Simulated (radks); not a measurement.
Values are calculated unless marked as measured or tabulated.
Sb II, 50 electrons, occupied as [Kr] 4d10 5s2 5p2. Code: a radial shooting solver on a logarithmic mesh with Libxc functionals. Model: Dirac Kohn-Sham, LDA (Slater exchange, Perdew-Wang correlation), spin-unpolarised, spherical densities, point nucleus; open shells fill j = l - 1/2 first.

Unscreened Slater integrals over Kohn-Sham orbitals (eV). Large and small components are both included. Empty in this configuration: 5p3/2.

F0(5p1/2,5p1/2): 9.4588
F0(5p1/2,5s1/2): 10.266
G1(5p1/2,5s1/2): 6.7899
F0(5p1/2,4d5/2): 11.914
G3(5p1/2,4d5/2): 1.0025
F0(5p1/2,4d3/2): 11.931
G1(5p1/2,4d3/2): 1.1069
F0(5p1/2,5p3/2): 9.2710
G2(5p1/2,5p3/2): 4.9328
F0(5s1/2,5s1/2): 11.375
F0(5s1/2,4d5/2): 13.954
G2(5s1/2,4d5/2): 1.8698
F0(5s1/2,4d3/2): 13.980
G2(5s1/2,4d3/2): 1.8049
F0(5s1/2,5p3/2): 10.015
G1(5s1/2,5p3/2): 6.4128
F0(4d5/2,4d5/2): 23.774
F2(4d5/2,4d5/2): 11.919
F4(4d5/2,4d5/2): 7.8531
F0(4d5/2,4d3/2): 23.927
F2(4d5/2,4d3/2): 11.994
G2(4d5/2,4d3/2): 11.984
G4(4d5/2,4d3/2): 7.8978
F0(4d5/2,5p3/2): 11.498
F2(4d5/2,5p3/2): 2.9864
G1(4d5/2,5p3/2): 0.98847
G3(4d5/2,5p3/2): 0.88012
F0(4d3/2,4d3/2): 24.083
F2(4d3/2,4d3/2): 12.073
F0(4d3/2,5p3/2): 11.513
F2(4d3/2,5p3/2): 2.9462
G1(4d3/2,5p3/2): 0.94949
G3(4d3/2,5p3/2): 0.85297
F0(5p3/2,5p3/2): 9.0968
F2(5p3/2,5p3/2): 4.8595
